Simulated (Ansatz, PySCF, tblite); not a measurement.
Potential energy curve for PH, triplet.

ROCCSD = Ansatz (a program for electronic structure) with CCSD on ROHF/cc-pVTZ, frozen core; UKS-BHandHLYP = PySCF with unrestricted BHandHLYP/cc-pVTZ; UKS-B3LYP/3-21G = unrestricted B3LYP/3-21G run with PySCF; ROCCSD(T) = CCSD(T) on ROHF/cc-pVTZ, frozen core run with Ansatz; GFN2-xTB, 300 K electronic temperature (tblite).

Energies are in eV, each relative to the lowest point of its own curve near equilibrium.

```json
[
 {"R / Å": "1.06", "ROCCSD": "2.632", "UKS-BHandHLYP": "2.566", "UKS-B3LYP/3-21G": "2.944", "ROCCSD(T)": "2.643", "GFN2-xTB": "2.626"},
 {"R / Å": "1.13", "ROCCSD": "1.502", "UKS-BHandHLYP": "1.452", "UKS-B3LYP/3-21G": "1.739", "ROCCSD(T)": "1.512", "GFN2-xTB": "1.339"},
 {"R / Å": "1.22", "ROCCSD": "0.616", "UKS-BHandHLYP": "0.582", "UKS-B3LYP/3-21G": "0.774", "ROCCSD(T)": "0.624", "GFN2-xTB": "0.461"},
 {"R / Å": "1.27", "ROCCSD": "0.323", "UKS-BHandHLYP": "0.297", "UKS-B3LYP/3-21G": "0.443", "ROCCSD(T)": "0.330", "GFN2-xTB": "0.210"},
 {"R / Å": "1.33", "ROCCSD": "0.111", "UKS-BHandHLYP": "0.094", "UKS-B3LYP/3-21G": "0.187", "ROCCSD(T)": "0.115", "GFN2-xTB": "0.051"},
 {"R / Å": "1.39", "ROCCSD": "0.014", "UKS-BHandHLYP": "0.008", "UKS-B3LYP/3-21G": "0.049", "ROCCSD(T)": "0.016", "GFN2-xTB": "0.000"},
 {"R / Å": "1.43", "ROCCSD": "0.000", "UKS-BHandHLYP": "0.000", "UKS-B3LYP/3-21G": "0.008", "ROCCSD(T)": "0.000", "GFN2-xTB": "0.008"},
 {"R / Å": "1.48", "ROCCSD": "0.026", "UKS-BHandHLYP": "0.035", "UKS-B3LYP/3-21G": "0.000", "ROCCSD(T)": "0.024", "GFN2-xTB": "0.052"},
 {"R / Å": "1.51", "ROCCSD": "0.061", "UKS-BHandHLYP": "0.075", "UKS-B3LYP/3-21G": "0.015", "ROCCSD(T)": "0.057", "GFN2-xTB": "0.092"},
 {"R / Å": "1.54", "ROCCSD": "0.108", "UKS-BHandHLYP": "0.128", "UKS-B3LYP/3-21G": "0.041", "ROCCSD(T)": "0.102", "GFN2-xTB": "0.141"},
 {"R / Å": "1.64", "ROCCSD": "0.329", "UKS-BHandHLYP": "0.370", "UKS-B3LYP/3-21G": "0.195", "ROCCSD(T)": "0.317", "GFN2-xTB": "0.347"},
 {"R / Å": "1.74", "ROCCSD": "0.612", "UKS-BHandHLYP": "0.679", "UKS-B3LYP/3-21G": "0.417", "ROCCSD(T)": "0.593", "GFN2-xTB": "0.596"}
]
```

At the longest distance, 1.74 Å, UKS-BHandHLYP lies highest above its minimum (0.679 eV) and UKS-B3LYP/3-21G lowest (0.417 eV).

The scan ran from 1.06 to 5.61 Å; beyond the distances shown one of the unrestricted levels run for this scan, shown here or not, changes its spin distribution in one step.
